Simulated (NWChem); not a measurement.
System: CH$_{5}$AlS; SMILES [CH3][AlH][SH]

Excerpt of the output:

```
             Northwest Computational Chemistry Package (NWChem) 7.3.0
             --------------------------------------------------------

                             Geometry "geometry" -> ""
                             -------------------------

 Output coordinates in angstroms (scale by  1.889725989 to convert to a.u.)

  No.       Tag          Charge          X              Y              Z
 ---- ---------------- ---------- -------------- -------------- --------------
    1 Al                  13.0000    -0.59265900    -0.47748200     0.13072700
    2 H                    1.0000    -2.14422500    -0.54802900     0.44862600
    3 C                    6.0000     0.58529400    -2.04336900     0.02294200
    4 H                    1.0000     0.57557200    -2.59723600     0.97123300
    5 H                    1.0000     1.62720400    -1.79588500    -0.20730800
    6 H                    1.0000     0.22930000    -2.73936200    -0.74840600
    7 S                   16.0000     0.15424400     1.57569600    -0.18881800
    8 H                    1.0000     1.44230200     1.23563600    -0.41985100

 Effective nuclear repulsion energy (a.u.)     127.3000670537

  xc_inp: hfexch multiplicative factor not found.

                                 NWChem DFT Module
                                 -----------------

 Summary of "ao basis" -> "ao basis" (spherical)
 ------------------------------------------------------------------------------
       Tag                 Description            Shells   Functions and Types
 ---------------- ------------------------------  ------  ---------------------
 Al                          6-31g*                  8       18   4s3p1d
 H                           6-31g*                  2        2   2s
 C                           6-31g*                  6       14   3s2p1d
 S                           6-31g*                  8       18   4s3p1d

            General Information
            -------------------
          SCF calculation type: DFT
          Wavefunction type:  closed shell.
          No. of atoms     :     8
          No. of electrons :    40
           Alpha electrons :    20
            Beta electrons :    20
          Charge           :     0
          Spin multiplicity:     1
          Use of symmetry is: off; symmetry adaption is: off
          Maximum number of iterations: 150
          AO basis - number of functions:    60
                     number of shells:    32
          Convergence on energy requested:  1.00D-06
          Convergence on density requested:  1.00D-05
          Convergence on gradient requested:  5.00D-04

              XC Information
              --------------
                     Hartree-Fock (Exact) Exchange  1.000

      Superposition of Atomic Density Guess
      -------------------------------------

 Sum of atomic energies:        -679.46574850

      Non-variational initial energy
      ------------------------------

 Total energy =    -680.458320
 1-e energy   =   -1191.982946
 2-e energy   =     384.224558
 HOMO         =      -0.339991
 LUMO         =       0.015447

     ---------------------------------------------
      Total Density - Mulliken Population Analysis
     ---------------------------------------------

    Atom       Charge   Shell Charges
 -----------   ------   -------------------------------------------------------
    1 Al  13    12.17   2.00  2.00  5.97  0.84  0.84  0.23  0.16  0.12
    2 H    1     1.14   0.47  0.67
    3 C    6     7.10   2.00  0.73  2.14  0.73  1.49  0.02
    4 H    1     0.74   0.45  0.29
    5 H    1     0.74   0.45  0.29
    6 H    1     0.74   0.45  0.29
    7 S   16    16.64   2.00  2.00  5.98  1.33  3.20  0.53  1.59  0.02
    8 H    1     0.73   0.39  0.34

[...]

                     NWChem Electrostatic Potential Fit Module
                     -----------------------------------------

 Atom parameters

 Number of atoms is                                    8
 Number of basis functions is                         60

 Grid parameters

 Maximum number of grid points is                  37576
 Number of grid points is                          37575
 Grid range                                     0.300000 nm
 Grid spacing                                   0.020000 nm
 Probe radius                                   0.070000 nm
 Atom radius factor                             1.000000

 Atomic radii

    1    0.100000
    6    0.147000
   13    0.195000
   16    0.174000
 FASTESP  F
  using M.O. file = ./job.movecs

    Atom              Coordinates                           Charge

                                                  ESP

    1 Al   -0.059266   -0.047748    0.013073    0.856791
    2 H    -0.214423   -0.054803    0.044863   -0.270744
    3 C     0.058529   -0.204337    0.002294   -0.551330
    4 H     0.057557   -0.259724    0.097123    0.102728
    5 H     0.162720   -0.179589   -0.020731    0.097578
    6 H     0.022930   -0.273936   -0.074841    0.104036
    7 S     0.015424    0.157570   -0.018882   -0.522814
    8 H     0.144230    0.123564   -0.041985    0.183755
                                            ------------
                                               -0.000000

 Dipole moment                                  0.927235

 Quadrupole moment Qxx                          3.085242
                   Qyy                        -12.326422
                   Qzz                          9.241180

 RMS deviation kJ/mol                           0.080050

 RRMS %                                        34.268111
```

Level: Hartree-Fock/6-31G* (spherical d). Structure relaxed at the B3LYP/6-31G* (spherical d) level.

Task: Write an input that gives this output.

Result: Several could match; the one computed here: the input that was run:
```
start job
memory heap 200 mb stack 900 mb global 1100 mb
geometry units angstroms noautosym nocenter noautoz
  Al    -0.592659    -0.477482     0.130727
  H     -2.144225    -0.548029     0.448626
  C      0.585294    -2.043369     0.022942
  H      0.575572    -2.597236     0.971233
  H      1.627204    -1.795885    -0.207308
  H      0.229300    -2.739362    -0.748406
  S      0.154244     1.575696    -0.188818
  H      1.442302     1.235636    -0.419851
end
basis spherical
  * library 6-31g*
end
dft
  xc hfexch
  iterations 150
  mulliken
end
task dft energy
esp
  recalculate
  probe 0.07
  range 0.3
  factor 1.0
  spacing 0.02
end
task esp
```
